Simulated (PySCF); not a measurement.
**Highest orbital energy against ionisation energy along group 13**

Calculated with PySCF 2.14, no spin-orbit coupling. Each cell gives −ε(HOMO) / ΔSCF in eV; NIST values include spin-orbit coupling, (s) semi-empirical, (t) theoretical.

| species | UHF | LDA | PBE | PBE0 | r2SCAN | NIST (lowest levels) |
| --- | --- | --- | --- | --- | --- | --- |
| B⁺ (aug-cc-pVDZ, non-relativistic) | 23.793 / 23.492 | 19.451 / 24.581 | 19.572 / 24.658 | 20.841 / 24.615 | 19.770 / 24.302 | 25.155 |
| Al⁺ (aug-cc-pV(D+d)Z, non-relativistic) | 17.755 / 17.547 | 14.924 / 18.921 | 14.825 / 18.801 | 15.765 / 18.695 | 14.954 / 18.410 | 18.829 |
| Ga⁺ (aug-cc-pVDZ-PP with ECP10MDF, ECP) | 19.031 / 18.762 | 16.600 / 21.100 | 16.247 / 20.695 | 17.152 / 20.384 | 16.585 / 20.496 | 20.515 |
| In⁺ (aug-cc-pVDZ-PP with ECP28MDF, ECP) | 17.280 / 17.018 | 15.364 / 19.478 | 14.980 / 19.045 | 15.771 / 18.717 | 15.191 / 18.799 | 18.870 |
| Tl⁺ (aug-cc-pVDZ-PP with ECP60MDF, ECP) | 18.717 / 18.372 | 16.659 / 20.950 | 16.257 / 20.491 | 17.115 / 20.177 | 16.474 / 20.322 | 20.428 |

Task: How far is −ε(HOMO) from ΔSCF on average for each method, and why?

Result: UHF 0.28 eV; LDA -4.41 eV; PBE -4.36 eV; PBE0 -3.19 eV; r2SCAN -3.87 eV. Hartree-Fock orbital energies lack relaxation and so exceed the ΔSCF value; semilocal functionals have convex E(N) from self-interaction, so their HOMO lies far too high; exact exchange moves hybrids part of the way back.
